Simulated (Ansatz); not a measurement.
Frontier orbitals of Cl2I2Si (`Cl[Si](Cl)(I)I`).

Cartesian coordinates in Å:
```
Cl -0.4497 -1.9636 -0.5037
Si -0.0339 -0.0502 0.0417
Cl -0.7125 0.2402 1.9356
I 2.3564 0.2993 -0.0166
I -1.1603 1.4742 -1.4570
```

Charge 0, multiplicity 1. Correlated methods include outer-core shells of I, which these sets cover unevenly. I takes the def2 core potential. All single points use the PBE0-D4/def2-TZVP geometry. Basis def2-TZVPP, Ansatz 0.2.0.

Orbital energies of one run (eV). Highest occupied ones, from the top: -7.90, -8.09, -8.34, -8.63, -9.29, -9.78, -10.14, -10.17, -11.47, -11.70, -12.30, -14.95, -19.85, -20.36. Empty: -1.96, -0.33, -0.17, -0.02, 2.98, 3.15.

Task: Which functional gave them?
A. r2SCAN
B. HSE06 (plane-wave form)
C. PBE0
D. BLYP

Result: C. HOMO energies: PBE0 -7.90, r2SCAN -7.07, BLYP -6.56, HSE06 -7.51 eV.
